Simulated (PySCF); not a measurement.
SMILES COC(=O)[SiH2]c1ccccc1 (GFN2-xTB optimised geometry):

```
21

C     -3.868    -2.270     2.630
O     -2.657    -2.389     1.888
C     -2.509    -1.646     0.786
O     -3.348    -0.880     0.377
Si    -0.802    -1.974    -0.023
C      0.159    -0.349     0.000
C     -0.498     0.881    -0.004
C      0.213     2.067    -0.005
C      1.598     2.047    -0.002
C      2.267     0.835     0.000
C      1.553    -0.349     0.000
H     -4.205    -3.275     2.876
H     -3.671    -1.708     3.544
H     -4.616    -1.749     2.030
H     -1.044    -2.410    -1.403
H     -0.139    -3.011     0.769
H     -1.578     0.905    -0.007
H     -0.314     3.011    -0.007
H      2.154     2.973    -0.001
H      3.348     0.814     0.001
H      2.081    -1.292     0.001
```

Level of theory: PBE/def2-SVP run with PySCF 2.14.0.

What are the frontier orbital energies and the dipole moment?

HOMO-2 -6.41 eV, HOMO-1 -6.38 eV, HOMO -5.96 eV, LUMO -1.54 eV, LUMO+1 -1.22 eV; dipole moment 1.47 D.

Meta-Löwdin charges at PBE/def2-SVP: C1 -0.12, O2 -0.29, C3 0.27, O4 -0.41, Si5 0.53, C6 -0.20, C7 -0.10, C8 -0.10, C9 -0.10, C10 -0.11, C11 -0.10, H12 0.12, H13 0.12, H14 0.12, H15 -0.08, H16 -0.08, H17 0.11, H18 0.11, H19 0.11, H20 0.11, H21 0.10.
